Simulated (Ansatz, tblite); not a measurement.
Spin states of the cluster Cd₂Te⁺ (the lowest doublet isomer of a short search), each relaxed with PBE-D4/def2-TZVP in Ansatz. Electronic energies in the gas phase.

In the def2 sets Cd, Te take a core potential; there is no spin–orbit coupling. The xTB rows come from tblite. LC-ωPBE has ω = 0.4 bohr⁻¹. Correlated methods freeze 4 core orbitals; core or outer-core shells of Cd, Te are correlated, in sets that lack core-valence functions. The rows differ in basis, and correlated rows in double-zeta sets carry the largest basis error. In CCSD on the charge 1 doublet the largest single amplitude is 0.18, so its Hartree–Fock determinant may place the open shell otherwise than the density functionals do. Another isomer (doublet) lies 0.09 eV lower at PBE0-D4/def2-TZVP.

Doublet geometry (C2v within 0.1 Å):

```tsv
atom	x (Å)	y (Å)	z (Å)
Cd1	1.2600	-1.9099	0.8309
Cd2	-1.6180	1.8188	0.0049
Te3	0.3580	0.0911	-0.8358
```

Quartet geometry (C2v within 0.1 Å):

```xyz
3

Cd   -0.824   -2.042    0.793
Cd   -0.164    2.333    0.091
Te    0.988   -0.291   -0.885
```

⟨S²⟩: doublet 0.76 at PBE0-D4/def2-TZVP (pure 0.75), quartet 3.77 at PBE0-D4/def2-TZVP (pure 3.75).

Run but left out: MP2/def2-SVP, MP2/def2-TZVP (doublet: ⟨S²⟩ 0.91 to 0.94, where a pure state has 0.75).

Only these spin states were relaxed.

```csv
level,quartet − doublet (kcal/mol),lowest of these,remarks
GFN1-xTB,44.0,doublet,–
HF/def2-SVP,-12.1,quartet,spin-contaminated (⟨S²⟩ 0.91) (doublet)
HF/def2-TZVP,-11.8,quartet,spin-contaminated (⟨S²⟩ 0.94) (doublet)
PBE-D4/def2-TZVP,13.0,doublet,–
revPBE-D4/def2-TZVP,10.5,doublet,–
BLYP-D4/def2-TZVP,11.5,doublet,–
PBE0-D4/def2-TZVP,9.7,doublet,–
LC-ωPBE/def2-TZVP,2.8,doublet,–
ωB97X-V/def2-TZVP,8.0,doublet,–
RPA@PBE/def2-TZVP,12.1,doublet,–
CCSD/def2-SVP,3.9,doublet,spin-contaminated (⟨S²⟩ 0.91) (doublet)
CCSD(T)/def2-SVP,6.7,doublet,spin-contaminated (⟨S²⟩ 0.91) (doublet)
```

Change of the quartet − doublet gap on mixing in exact exchange, in kcal/mol: PBE to PBE0 (25 % exact exchange) -3.4.

The xTB methods have no term that favours high spin, so they put low spin too low.
